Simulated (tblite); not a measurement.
Compound: C7H7FN (doublet state).
Numbering: `[CH3:1][c:2]1[cH:3][c:4][c:5]([NH2:6])[cH:7][c:8]1[F:9]` (hydrogens: H10, H11, H12 on C1; H13 on C3; H14, H15 on N6; H16 on C7)
Bond orders are those of one Lewis drawing.

Computed with GFN2-xTB (tblite), gas phase: L-BFGS steps from a force-field or distance-geometry start until the largest atomic force falls under 0.01 eV/Å.

Step 15: E = -710.3636 eV
```
atom  x, y, z in Å  |  force x, y, z in eV/Å
C1     -2.6195    0.1961    0.0213   -0.073   0.073   0.032
C2     -1.1336    0.0241   -0.0480   -0.080   0.032  -0.028
C3     -0.5423   -0.9730   -0.8388   -0.058  -0.005  -0.024
C4      0.8022   -1.0894   -0.8719   -0.003  -0.083   0.006
C5      1.6927   -0.3183   -0.1576    0.067  -0.053  -0.047
N6      3.0369   -0.5414   -0.1855    0.062  -0.066   0.058
C7      1.1182    0.6871    0.6247    0.081  -0.011  -0.061
C8     -0.2545    0.8379    0.6498    0.019  -0.030   0.016
F9     -0.7424    1.8466    1.4121   -0.101   0.047   0.064
H10    -2.8585    1.0546    0.6386   -0.020   0.134   0.077
H11    -3.1057   -0.6717    0.4663    0.083  -0.085  -0.062
H12    -3.0514    0.3623   -0.9657    0.079  -0.076  -0.017
H13    -1.1633   -1.6400   -1.4092   -0.168  -0.049  -0.075
H14     3.4093   -1.1620   -0.8791    0.058   0.038   0.046
H15     3.6524    0.0459    0.3424    0.062   0.060  -0.075
H16     1.7520    1.3500    1.1894   -0.008   0.074   0.091
```

Step 16: E = -710.3688 eV
```
atom  x, y, z in Å  |  force x, y, z in eV/Å
C1     -2.6215    0.1992    0.0241    0.001   0.040  -0.024
C2     -1.1361    0.0229   -0.0496   -0.039   0.037  -0.019
C3     -0.5424   -0.9716   -0.8405   -0.046  -0.008  -0.022
C4      0.8019   -1.0927   -0.8719    0.032  -0.001   0.044
C5      1.6925   -0.3178   -0.1600    0.085  -0.043   0.017
N6      3.0375   -0.5476   -0.1787    0.078  -0.026   0.092
C7      1.1171    0.6879    0.6250    0.115  -0.047  -0.089
C8     -0.2565    0.8340    0.6487    0.068  -0.005   0.032
F9     -0.7486    1.8383    1.4114   -0.102   0.104   0.110
H10    -2.8563    1.0588    0.6415   -0.033   0.115   0.067
H11    -3.1019   -0.6714    0.4678    0.038  -0.079  -0.050
H12    -3.0477    0.3637   -0.9655    0.037  -0.067  -0.002
H13    -1.1610   -1.6342   -1.4147   -0.220  -0.109  -0.114
H14     3.4103   -1.1765   -0.8653    0.036   0.060   0.035
H15     3.6577    0.0645    0.3188   -0.009   0.012  -0.104
H16     1.7475    1.3512    1.1977   -0.042   0.017   0.029
```

Step 17: E = -710.3735 eV
```
atom  x, y, z in Å  |  force x, y, z in eV/Å
C1     -2.6239    0.2035    0.0271    0.081  -0.003  -0.061
C2     -1.1388    0.0237   -0.0512    0.040   0.037  -0.001
C3     -0.5446   -0.9710   -0.8416   -0.035  -0.017  -0.027
C4      0.8004   -1.0982   -0.8701    0.038   0.079   0.068
C5      1.6937   -0.3191   -0.1634    0.092  -0.022   0.093
N6      3.0407   -0.5530   -0.1711   -0.067  -0.124   0.007
C7      1.1179    0.6885    0.6227    0.086  -0.046  -0.070
C8     -0.2571    0.8313    0.6480    0.081   0.024   0.035
F9     -0.7563    1.8324    1.4119   -0.047   0.102   0.111
H10    -2.8576    1.0645    0.6450   -0.036   0.055   0.029
H11    -3.0947   -0.6737    0.4677   -0.012  -0.041  -0.038
H12    -3.0413    0.3634   -0.9666   -0.021  -0.045   0.016
H13    -1.1659   -1.6291   -1.4185   -0.202  -0.119  -0.110
H14     3.4167   -1.1825   -0.8559    0.012   0.057   0.013
H15     3.6613    0.0746    0.2998    0.048   0.113  -0.020
H16     1.7420    1.3535    1.2050   -0.058  -0.049  -0.045
```

**Question.** Estimate the geometry and energy of step 18. (The exact step hangs on the optimiser's Hessian estimate; all steps are aligned on step 17, rigid shifts and turns removed.)

**Answer.** E = -710.3752 eV, largest force 0.384 eV/Å
```
atom  x, y, z in Å  |  force x, y, z in eV/Å
C1     -2.6253    0.2072    0.0297    0.122  -0.026  -0.054
C2     -1.1402    0.0225   -0.0537    0.094   0.025   0.005
C3     -0.5450   -0.9714   -0.8469   -0.025  -0.025  -0.028
C4      0.8019   -1.0985   -0.8703   -0.020   0.110   0.079
C5      1.6967   -0.3198   -0.1627   -0.007  -0.022   0.104
N6      3.0419   -0.5631   -0.1597    0.244   0.150   0.197
C7      1.1190    0.6886    0.6225    0.019  -0.020  -0.027
C8     -0.2579    0.8276    0.6493    0.069   0.046   0.023
F9     -0.7652    1.8260    1.4158    0.030   0.044   0.071
H10    -2.8530    1.0714    0.6497   -0.041  -0.033  -0.030
H11    -3.0934   -0.6736    0.4685   -0.018   0.012  -0.033
H12    -3.0398    0.3642   -0.9654   -0.049  -0.021   0.027
H13    -1.1661   -1.6274   -1.4321   -0.137  -0.057  -0.046
H14     3.4137   -1.2060   -0.8364    0.004   0.115   0.024
H15     3.6696    0.1074    0.2654   -0.232  -0.214  -0.218
H16     1.7357    1.3536    1.2152   -0.053  -0.087  -0.093
```

The energy changes by -0.0017 eV. The first-order estimate −F·Δx gives -0.0068 eV and the mean of the old and new forces, exact on a quadratic surface, -0.0012 eV. The step makes an angle of 77° with the force vector and moves no atom by more than 0.048 Å.

What follows is the cost of the whole relaxation. Time: 0.33 s wall. Hardware: one thread, Arm Neoverse V1 (aarch64), shared host with 32 logical CPUs at a one-minute load of 13.
